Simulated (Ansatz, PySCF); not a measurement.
System: SiH$_{5}$ (charge -1, singlet). 
Geometry from a B3LYP-D3(BJ)/def2-TZVP (Ansatz, a quantum-chemistry and plane-wave program) optimisation:
SMILES: [SiH5-]
```xyz
6

Si     0.0000     0.0000     0.0000
H     -0.0176    -0.0230     1.6156
H      0.0176     0.0230    -1.6156
H      1.5301     0.0063     0.0168
H     -0.7707     1.3219     0.0104
H     -0.7594    -1.3282    -0.0272
```
Charge -1, spin multiplicity 1.

Total electronic energies in hartree. Correlated levels leave the core frozen unless marked. Spin-orbit coupling is left out. Non-relativistic. Basis-set limits of correlation are two-point, X^-3; Hartree-Fock from the larger set.

```tsv
level	program	energy (Eh)
HF/6-31G	Ansatz	-291.66071
HF/def2-TZVPP	Ansatz	-291.76769
PW6B95-D4/def2-TZVPD	PySCF + dftd4	___
CAM-B3LYP-D3(BJ)/def2-TZVPD	Ansatz + dftd3	___
MP2/cc-pVTZ	Ansatz	-291.95248
RI-MP2/aug-cc-pV(T+d)Z	Ansatz	-291.96425
CCSD(T)/6-31G	Ansatz	-291.76157
CCSD(T)/cc-pV(D+d)Z	Ansatz	-291.94145
CCSD(T)/CBS(def2-TZVPPD,def2-QZVPPD)	Ansatz	-292.0222
```

Problem. Complete the blanks.

Solution. 
- PW6B95-D4/def2-TZVPD, energy (Eh): -292.71819
- CAM-B3LYP-D3(BJ)/def2-TZVPD, energy (Eh): -292.45629
